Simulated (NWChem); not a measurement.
System: SiOH cation, singlet; SMILES [OH+]=[Si]

Input file for NWChem:

```
start job
memory heap 200 mb stack 700 mb global 900 mb
charge 1
geometry units angstroms noautoz
  O     -0.898238    -0.015632    -0.006138
  Si     0.660276     0.011523     0.004514
  H     -1.866764    -0.032698    -0.012769
end
basis spherical
  * library def2-tzvp
end
dft
  xc b3lyp
  iterations 150
  mulliken
end
task dft energy
```

NWChem printed, in part:

```
             Northwest Computational Chemistry Package (NWChem) 7.3.0
             --------------------------------------------------------

 ORDER OF PRIMARY AXIS IS BEING SET TO 4
 C4V symmetry detected

                             Geometry "geometry" -> ""
                             -------------------------

 Output coordinates in angstroms (scale by  1.889725989 to convert to a.u.)

  No.       Tag          Charge          X              Y              Z
 ---- ---------------- ---------- -------------- -------------- --------------
    1 O                    8.0000     0.00000000     0.00000000    -0.90670949
    2 Si                  14.0000     0.00000000     0.00000000     0.65207746
    3 H                    1.0000     0.00000000     0.00000000    -1.87540851

 Effective nuclear repulsion energy (a.u.)      45.3231544428

      Symmetry information
      --------------------

 Group name             C4v
 Group number             18
 Group order               8
 No. of unique centers     3

                                 NWChem DFT Module
                                 -----------------

 Summary of "ao basis" -> "ao basis" (spherical)
 ------------------------------------------------------------------------------
       Tag                 Description            Shells   Functions and Types
 ---------------- ------------------------------  ------  ---------------------
 O                         def2-tzvp                11       31   5s3p2d1f
 Si                        def2-tzvp                13       37   5s5p2d1f
 H                         def2-tzvp                 4        6   3s1p

      Symmetry analysis of basis
      --------------------------

        a1         28
        a2          0
        b1          6
        b2          6
        e          34

            General Information
            -------------------
          SCF calculation type: DFT
          Wavefunction type:  closed shell.
          No. of atoms     :     3
          No. of electrons :    22
           Alpha electrons :    11
            Beta electrons :    11
          Charge           :     1
          Spin multiplicity:     1
          Use of symmetry is: on ; symmetry adaption is: on
          Maximum number of iterations: 150
          AO basis - number of functions:    74
                     number of shells:    28
          Convergence on energy requested:  1.00D-06
          Convergence on density requested:  1.00D-05
          Convergence on gradient requested:  5.00D-04

              XC Information
              --------------
                         B3LYP Method XC Potential
                     Hartree-Fock (Exact) Exchange  0.200
                        Slater Exchange Functional  0.800 local
                    Becke 1988 Exchange Functional  0.720 non-local
              Lee-Yang-Parr Correlation Functional  0.810
                  VWN I RPA Correlation Functional  0.190 local

             Grid Information
             ----------------
          Grid used for XC integration:  medium
          Radial quadrature: Mura-Knowles
          Angular quadrature: Lebedev.
          Tag              B.-S. Rad. Rad. Pts. Rad. Cut. Ang. Pts.
          ---              ---------- --------- --------- ---------
          O                   0.60       49           7.0       434
          Si                  1.10       88           9.0       590
          H                   0.35       45          10.0       434
          Grid pruning is: on
          Number of quadrature shells:   182
          Spatial weights used:  Erf1

      Superposition of Atomic Density Guess
      -------------------------------------

 Sum of atomic energies:        -364.11952694

 Renormalizing density from      23.00 to     22

      Non-variational initial energy
      ------------------------------

 Total energy =    -354.270612
 1-e energy   =    -567.977080
 2-e energy   =     168.383314
 HOMO         =      -0.794643
 LUMO         =      -0.395414

      Symmetry analysis of molecular orbitals - initial
      -------------------------------------------------

 !! scf_movecs_sym_adapt:   12 vectors were symmetry contaminated

  Symmetry fudging

 !! scf_movecs_sym_adapt:   12 vectors were symmetry contaminated

  Numbering of irreducible representations:

     1 a1          2 a2          3 b1          4 b2          5 e

  Orbital symmetries:

     1 a1          2 a1          3 a1          4 a1          5 e
     6 e           7 a1          8 a1          9 e          10 e
    11 a1         12 e          13 e          14 a1         15 a1
    16 a1         17 e          18 e          19 b1         20 b2
    21 a1

     ---------------------------------------------
      Total Density - Mulliken Population Analysis
     ---------------------------------------------

    Atom       Charge   Shell Charges
 -----------   ------   -------------------------------------------------------
    1 O    8     8.77   0.80  1.18  0.66  0.94  0.12  2.36  2.25  0.46  0.00  0.01  0.00
    2 Si  14    12.80   2.00  0.65  1.33  1.53  0.61  4.26  1.61  0.29  0.30  0.03  0.10  0.04  0.04
    3 H    1     0.43   0.16  0.20  0.03  0.04

   convergence    iter        energy       DeltaE   RMS-Dens  Diis-err
 ---------------- ----- ----------------- --------- --------- ---------
 d= 0,ls=0.0,diis     1   -364.8463137717 -4.10D+02  2.56D-02  4.53D+00
 d= 0,ls=0.0,diis     2   -363.5039698084  1.34D+00  1.92D-02  1.38D+01
 d= 0,ls=0.0,diis     3   -365.0026297746 -1.50D+00  5.29D-03  1.10D+00
 d= 0,ls=0.0,diis     4   -365.1004344993 -9.78D-02  1.31D-03  6.20D-03
 d= 0,ls=0.0,diis     5   -365.1013322672 -8.98D-04  2.38D-04  7.78D-04
  Resetting Diis
 d= 0,ls=0.0,diis     6   -365.1014368008 -1.05D-04  1.77D-05  1.19D-05
 d= 0,ls=0.0,diis     7   -365.1014380174 -1.22D-06  2.89D-06  6.43D-08
 d= 0,ls=0.0,diis     8   -365.1014380212 -3.80D-09  1.47D-06  3.82D-08

[...]
```

Level: B3LYP/def2-TZVP. Low-valent species are run as closed-shell singlets; no triplet was tried in these runs. All runs use the structure optimised with PBE0/def2-SVP. B3LYP is NWChem's, with the RPA form of VWN correlation.
